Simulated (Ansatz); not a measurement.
Molecule: CSe$_{2}$, net charge 1, doublet state. SMILES of the parent species: [Se]=C=[Se]

Atoms: Se1, C2, Se3. Bonds: Se1-C2, C2-Se3.

Bond lengths (Å) and angles (degrees) optimised at B3LYP/LANL2DZ with Ansatz (an electronic-structure program); B3LYP/6-31G* with LANL2DZ past Ar with Ansatz; MP2/6-31G* with LANL2DZ past Ar with Ansatz, each started from the B3LYP-D3(BJ)/def2-TZVP structure (Ansatz) of the last column. A row stands for all coordinates that are equal there. 6-31G* holds six Cartesian d functions. No wavenumbers were computed at B3LYP/LANL2DZ, MP2/6-31G* with LANL2DZ past Ar, so these may be saddle points.

```
coordinate  B3LYP/LANL2DZ  B3LYP/6-31G* with LANL2DZ past Ar  MP2/6-31G* with LANL2DZ past Ar  B3LYP-D3(BJ)/def2-TZVP
----------  -------------  ---------------------------------  -------------------------------  ----------------------
Se1-C2              1.722                              1.712                            1.687                   1.696
Se1-C2-Se3          180.0                              180.0                            180.0                   180.0
```

Mean signed difference of all 2 bond lengths from B3LYP-D3(BJ)/def2-TZVP: B3LYP/LANL2DZ 0.027 Å, B3LYP/6-31G* with LANL2DZ past Ar 0.016 Å, MP2/6-31G* with LANL2DZ past Ar -0.009 Å.
